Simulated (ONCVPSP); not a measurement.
# Hg, ONCV: configuration errors across variants

| Item | Value |
| --- | --- |
| Element | Hg (Z = 80) |
| Generator | ONCVPSP 4.0.1 |
| Type | optimised norm-conserving Vanderbilt (ONCV) |
| Functional | LDA (Perdew-Wang 92) |
| Relativity | scalar-relativistic |
| Frozen core | [Kr] 4d10 4f14 |
| Valence charge | 20 |
| Reference configuration | 5s2 5p6 5d10 6s1.75 6p0.25 |
| Partial waves | 5s+6s: rc 1.35 bohr, ncon 3, nbas 7, qcut 6.7 1/bohr, 2 projectors; 5p+6p: rc 1.90 bohr, ncon 4, nbas 7, qcut 6.9 1/bohr, 2 projectors; 5d: rc 1.25 bohr, ncon 3, nbas 7, qcut 8.2 1/bohr, 1 projector |
| Local potential | polynomial inside 0.95 bohr (lpopt 5, dvloc0 0 Ha) |
| Core correction | Teter function, fcfact 2, rcfact 1.5 |

All-electron excitation energies from the reference (eV): (1) 5s2 5p6 5d10 6s2 6p0 -1.496; (2) 5s2 5p6 5d10 6s1 6p0 9.546; (3) 5s2 5p6 5d9 6s2 6p1 8.868.

A true bound ghost makes a file unfit for plane-wave use even where its test errors are small: the radial tests pick states by their node count and pass the ghost by.

Errors AE − PS in meV (a dash: test not solved or not reliable):

| change | (1) | (2) | (3) | bound ghosts | GHOST(+) flags above zero |
| --- | --- | --- | --- | --- | --- |
| base | +0.3 | -4.0 | +1.0 | none | s |
| all radii but the core radius scaled by about 0.77 (s 1.04, p 1.46, d 0.96 bohr); local potential polynomial inside 0.74 bohr (lpopt 5, dvloc0 0 Ha) | +0.3 | -3.2 | -1.4 | s | p |
| all radii but the core radius scaled by about 0.82 (s 1.12, p 1.56, d 1.02 bohr); local potential polynomial inside 0.78 bohr (lpopt 5, dvloc0 0 Ha) | +0.3 | -3.6 | +0.8 | s | p |
| all radii but the core radius scaled by about 0.92 (s 1.24, p 1.74, d 1.14 bohr); local potential polynomial inside 0.88 bohr (lpopt 5, dvloc0 0 Ha) | +0.3 | -3.7 | +1.7 | s | p |
| all radii but the core radius scaled by about 0.95 (s 1.28, p 1.80, d 1.18 bohr); local potential polynomial inside 0.90 bohr (lpopt 5, dvloc0 0 Ha) | – | – | – | none | p |
| all radii but the core radius scaled by about 1.06 (s 1.44, p 2.02, d 1.32 bohr); local potential polynomial inside 1.00 bohr (lpopt 5, dvloc0 0 Ha) | +0.3 | -4.1 | +0.3 | none | s |
| all radii but the core radius scaled by about 1.15 (s 1.56, p 2.18, d 1.44 bohr); local potential polynomial inside 1.10 bohr (lpopt 5, dvloc0 0 Ha) | +0.2 | -4.3 | -0.5 | none | s |
| all radii but the core radius scaled by about 1.19 (s 1.60, p 2.26, d 1.48 bohr); local potential polynomial inside 1.14 bohr (lpopt 5, dvloc0 0 Ha) | +0.2 | -4.3 | -0.6 | none | none |
| all radii but the core radius scaled by about 1.31 (s 1.76, p 2.48, d 1.64 bohr); local potential polynomial inside 1.24 bohr (lpopt 5, dvloc0 0 Ha) | +0.2 | -4.6 | 0.0 | none | s |

Give the same row for: all radii but the core radius scaled by about 1.28 (s 1.72, p 2.42, d 1.60 bohr); local potential polynomial inside 1.22 bohr (lpopt 5, dvloc0 0 Ha).

+0.3, -4.4, -0.1; bound ghosts: p; GHOST(+) flags above zero: s.
